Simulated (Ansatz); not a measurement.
`[CH3][GeH]([F])[F]` + H–F → `[F][GeH]([F])[F]` + CH₄ at 700 K and 1 bar (ligand exchange at a Ge–C bond).

Calculated with Ansatz (gas phase, PBE0-D4/def2-TZVP geometries, no zero-point term in ΔE). CCSD(T)/CBS adds triple-zeta CCSD(T) − MP2 to the extrapolated MP2 energy (def2 sets, frozen cores). This one scheme is used for every species. For Ge outer-core shells are correlated without core-valence functions, which leaves a few kJ/mol of doubt a bond. Scalar relativity is left out up to krypton.

| species | CCSD(T)/CBS energy (Eh) | H − E (kJ/mol) | S (J/(mol·K)) |
| --- | --- | --- | --- |
| `[CH3][GeH]([F])[F]` | -2316.24489 | 193.0 | 418.9 |
| H–F | -100.39570 | 45.2 | 198.5 |
| `[F][GeH]([F])[F]` | -2376.20168 | 89.4 | 366.2 |
| CH₄ | -40.46206 | 145.9 | 224.0 |

H − E and S are ideal-gas, rigid-rotor, harmonic terms from PBE0-D4/def2-TZVP. 1 Eh = 2625.50 kJ/mol, R = 8.31446 J/(mol·K).

Problem. By hand: ΔE, ΔH, ΔS and ΔG.

Solution. ΔE = (-2376.20168) + (-40.46206) − (-2316.24489) − (-100.39570) = -0.02315 Eh = -60.8 kJ/mol. Δ(H − E) = 89.4 + 145.9 − 193.0 − 45.2 = -2.9, so ΔH = -63.7 kJ/mol. ΔS = 366.2 + 224.0 − 418.9 − 198.5 = -27.2 J/(mol·K). ΔG = -63.7 − 700 × (-27.2)/1000 = -44.7 kJ/mol.

Problem. By hand: the equilibrium constant, and the temperature at which ΔG would vanish if ΔH and ΔS stayed fixed.

Solution. log₁₀ K = −ΔG/(RT ln 10) = 3.3. ΔG = 0 at ΔH/ΔS = 2342 K.

ΔH outweighs TΔS. A doubt of 5 kJ/mol in ΔE shifts log₁₀ K by 0.4 here. These are equilibria of isolated gas molecules and say nothing of rates. Largest T1 diagnostic: 0.012 (customary marks: 0.02 for closed shells, 0.045 for open ones).
